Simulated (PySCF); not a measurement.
Computed IR spectrum (relative IR intensity) of a molecule CH5ClF2Si2. The structure is a stationary point at PBE-D3(BJ)/def2-SVP. The values are those of a single conformer. Level of theory: PBE-D3(BJ)/def2-SVP (PySCF). Frequencies are harmonic and unscaled.

Lines under 2 % of the strongest are left out, and lines within 2 cm⁻¹ are merged.

| ν (cm⁻¹) | relative intensity |
|---|---|
| 55 | 2.2 |
| 156 | 5.4 |
| 208 | 3.5 |
| 222 | 12 |
| 299 | 7.7 |
| 397 | 10 |
| 486 | 15 |
| 501 | 5.5 |
| 586 | 100 |
| 685 | 17 |
| 743 | 47 |
| 828 | 96 |
| 875 | 27 |
| 896 | 25 |
| 902 | 50 |
| 1025 | 44 |
| 1185 | 2.4 |
| 1391 | 3.8 |
| 2163 | 24 |
| 2180 | 45 |
| 2187 | 42 |
| 2955 | 7.2 |
| 3019 | 6.5 |

Question: Pick the molecule that these values belong to.
A) FC[Si@](F)([SiH3])Cl
B) FC[SiH2][Si@H](F)Cl
C) F[Si](F)(Cl)C[SiH3]
D) F[SiH](F)C[SiH2]Cl

Answer: A, FC[Si@](F)([SiH3])Cl
